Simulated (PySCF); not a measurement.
**Dipole moment and polarisability of `CC[NH+]1[BH2-][NH2+][BH2-]1`**

Compound: C₂H₁₂B₂N₂.
SMILES with atom numbers: `[CH3:1][CH2:2][NH+:3]1[BH2-:4][NH2+:5][BH2-:6]1` (hydrogens: H7, H8, H9 on C1; H10, H11 on C2; H12 on N3; H13, H14 on B4; H15, H16 on N5; H17, H18 on B6)

Cartesian coordinates in Å at the PBE0-D3(BJ)/def2-SVP level; atoms count from 1:
```xyz
18
C2H12B2N2 angstrom
C      2.405    0.034    0.016
C      1.132   -0.468    0.666
N     -0.020   -0.391   -0.233
B     -1.458   -0.787    0.334
N     -2.090    0.625   -0.056
B     -0.638    1.042   -0.570
H      2.674   -0.573   -0.864
H      3.248   -0.013    0.721
H      2.290    1.078   -0.313
H      0.890    0.132    1.555
H      1.251   -1.509    1.010
H      0.191   -0.908   -1.084
H     -1.964   -1.707   -0.287
H     -1.426   -0.949    1.542
H     -2.444    1.170    0.725
H     -2.808    0.592   -0.773
H     -0.624    1.291   -1.764
H     -0.147    1.909    0.132
```

Level: CAM-B3LYP/def2-SVPD (PySCF), static field, nuclei fixed, core orbitals frozen in the response. The polarisability tensor in these axes (au):

```
x   78.70  0.75  1.17
y    0.75 69.27 -2.59
z    1.17 -2.59 67.85
```

Question: Give the principal values, the mean and the anisotropy Δα = √{½[(α1 − α2)² + (α2 − α3)² + (α1 − α3)²]}.

Answer: Principal values 65.73, 71.25 and 78.85 au; mean 71.94 au = 10.66 Å³ = 11.86 × 10⁻⁴⁰ C²·m²/J; Δα = 11.41 au (16 % of the mean).

Question: What is the dipole moment?

Answer: 0.15 D at this geometry.

Question: Form Σ f/ω² (atomic units) for the 10 lowest TDDFT singlets, given as eV and f, and set it beside the mean polarisability, which is this sum over all singlets: 7.27, 0.0019; 7.56, 0.0477; 7.61, 0.0046; 7.94, 0.0006; 8.09, 0.0136; 8.47, 0.0046; 8.50, 0.0094; 8.51, 0.0054; 8.77, 0.0043; 8.87, 0.0175.

Answer: They add up to 1.27 au, 1.8 % of the 71.94 au; the largest single term is 0.62 au, from the state at 7.56 eV. Terms in order: 0.03, 0.62, 0.06, 0.01, 0.15, 0.05, 0.10, 0.06, 0.04, 0.16 au. Higher excitations give the rest. The strengths listed sum to 0.110.

Question: Directions of the eigenvectors, and the extent of the frame along each?

Answer: Largest value along (0.99, 0.05, 0.09), where the nuclei span 6.13 Å; middle along (0.01, 0.80, -0.60), 3.88 Å; least along (-0.11, 0.60, 0.79), 2.96 Å. The response follows the extents in order.

Question: Estimate the molar refractivity from the static electronic polarisability.

Answer: Lorentz–Lorenz: R = (4π/3)N_A α = 2.5225 cm³/(mol·Å³) × 10.66 Å³ = 26.9 cm³/mol, in the limit of long wavelengths.

Question: In a dilute gas of rigid molecules at 400 K, how does the orientational term μ²/3kT compare with the electronic polarisability?

Answer: In Gaussian units μ²/3kT = 0.14 Å³ against 10.66 Å³, a ratio of 0.01; the Debye molar polarisation (4π/3)N_A(α + μ²/3kT) is 27.2 cm³/mol, leaving out the vibrational part.

Question: Give the eigenvalues of the traceless quadrupole moment Θ = ½Σq(3rr − r²1), origin at the centre of nuclear charge.

Answer: -13.97, 0.57, 13.40 D·Å. The values depend on the origin, since the dipole doesn't vanish. The electronic extent ⟨r²⟩ about the same centre is 728 bohr², a root-mean-square distance of 2.06 Å for the 48 electrons.

One conformer (not necessarily the lowest) at the PBE0-D3(BJ)/def2-SVP geometry, without solvent, vibrations or thermal averaging.
